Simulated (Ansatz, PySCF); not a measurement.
Process, species as SMILES: [O]B(F)F -> [O-]B(F)F (an electron is taken up)
Geometries: B3LYP-D3(BJ)/def2-TZVP minima from Ansatz (a first-principles code). Frequencies are from Ansatz.

Quantity: adiabatic electron affinity (0 K, with B3LYP-D3(BJ) harmonic zero-point energies), positive where the reaction releases energy, in eV. Valence correlation only, unless marked. Open shells are spin-unrestricted. Spin-orbit coupling is left out. Non-relativistic. Anions need diffuse functions: aug- sets have them; def2-D sets add few; the other sets have none. Basis-set limits of correlation are two-point, X^-3; Hartree-Fock from the larger set. [CCSD(T)-MP2]/basis is that difference in the basis named.

```tsv
level	program	adiabatic electron affinity (eV)
BLYP/def2-TZVPD	Ansatz	(withheld)
TPSS/def2-TZVPD	PySCF	(withheld)
PBE0-D3(BJ)/def2-TZVP	Ansatz + dftd3	3.43
PBE0-D4/def2-TZVPD	Ansatz + dftd4	(withheld)
r2SCAN0/def2-TZVPD	Ansatz	(withheld)
CAM-B3LYP-D3(BJ)/def2-TZVPD	Ansatz + dftd3	3.74
LC-wPBE-D3(BJ)/def2-TZVPD	Ansatz + dftd3	3.74
B2GP-PLYP-D3(BJ)/def2-TZVPD	Ansatz + dftd3	3.70
B2GP-PLYP-D4/def2-TZVPD	Ansatz + dftd4	3.70
CCSD/STO-3G	Ansatz	-3.66
CCSD/6-31G	Ansatz	3.13
RI-MP2/CBS(aug-cc-pVTZ,aug-cc-pVQZ)+[CCSD(T)-MP2]/aug-cc-pVTZ	Ansatz	3.80
```

Complete the blanks.


- BLYP/def2-TZVPD, adiabatic electron affinity (eV): 3.68
- TPSS/def2-TZVPD, adiabatic electron affinity (eV): 3.55
- PBE0-D4/def2-TZVPD, adiabatic electron affinity (eV): 3.54
- r2SCAN0/def2-TZVPD, adiabatic electron affinity (eV): 3.38
